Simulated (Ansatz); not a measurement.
Born–Oppenheimer molecular dynamics of Cl₂F₄HTa (8 atoms, charge 0, multiplicity 1). It starts at the highest image of a converged band, a first-order saddle point between two minima.

Computed with RKS PBE-D4/def2-SVP in Ansatz.

```
ensemble                      : NVE (velocity Verlet)
time step                     : 0.5 fs
steps asked                   : 200
starting velocities drawn for : 300 K
seed                          : 5651
```

First frame:

```xyz
8
Properties=species:S:1:pos:R:3
Ta -0.082 -0.257 -0.112
F 1.947 0.224 -0.390
F 0.495 -0.583 1.658
F -0.161 0.118 -1.963
F -0.709 1.443 0.333
Cl -1.942 -1.582 -0.038
Cl 1.392 -2.301 -0.773
H 2.111 -0.943 -0.646
```

(1) How far do the bonds stretch over the last three quarters of this one trajectory? (Pairs bonded in most of those frames.)

Answers

(1) 
| bond | mean (Å) | spread (Å) | shortest | longest |
| --- | --- | --- | --- | --- |
| Ta1–F2 | 1.955 | 0.067 | 1.87 | 2.05 |
| Ta1–F3 | 1.908 | 0.024 | 1.87 | 1.94 |
| Ta1–F4 | 1.894 | 0.024 | 1.86 | 1.94 |
| Ta1–F5 | 1.853 | 0.016 | 1.83 | 1.88 |
| Ta1–Cl6 | 2.322 | 0.021 | 2.30 | 2.37 |
| Ta1–Cl7 | 2.797 | 0.154 | 2.59 | 3.09 |
| Cl7–H8 | 1.347 | 0.067 | 1.25 | 1.50 |

Pairs bonded in part of these frames only: Ta1–H8 25 %.

Mean temperature of the second half: 445 K. The conserved energy stayed within 0.072 meV per atom of its start (net change 0.052 meV per atom), so the integration is sound. The kinetic energy rose, since the run started high on the potential surface and went downhill. A run of 0.1 ps of so small a system gives no equilibrium averages. The orbitals stay closed-shell, which can raise the energy where a bond breaks towards radicals; this wasn't checked here.

Run time: 6.9 min on 4 threads of Arm Neoverse V1, with other jobs on the host, peak memory 0.2 GiB.
